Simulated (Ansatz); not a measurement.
Reaction (redistribution): `NC[SiH2]P` + `NB(O)F` → `F[SiH2]P` + `NCB(N)O`

Gas-phase electronic energies from Ansatz, PBE0-D4/def2-TZVP geometries. CCSD(T)/CBS is the MP2 limit (def2-TZVPP, def2-QZVPP) plus CCSD(T) − MP2 in def2-TZVPP, frozen cores. DFT in def2-TZVPP. B3LYP here is the variant with VWN-RPA as its local correlation; programs differ in this. One conformer a species, not always the lowest.

```tsv
level	ΔE (kcal/mol)	difference from CCSD(T)/CBS
r2SCAN-D4	-3.4	0.9
PBE0-D4	-2.6	1.7
PBE0	-3.1	1.2
B3LYP	-4.3	0.0
HF/def2-TZVPP	-2.5	1.8
MP2/def2-TZVPP	-4.0	0.3
CCSD(T)/def2-TZVPP	-3.7	0.6
HF/def2-QZVPP	-2.8	1.5
SCS-MP2/def2-QZVPP	-4.6	-0.3
HF/CBS(def2)	-2.9	1.4
CCSD(T)/CBS	-4.3	0
```

Largest T1 diagnostic among the species: 0.013.

In def2-TZVPP, CCSD(T) changes the Hartree–Fock value by −1.2 kcal/mol (the triples alone add −0.1 kcal/mol) and MP2 by −1.5 kcal/mol. The D4 term adds +0.9 kcal/mol with B3LYP and +0.5 kcal/mol with PBE0; it sums over pairs of atoms, weighted by their polarisabilities, and B3LYP, whose exchange is more repulsive, gets the larger term.
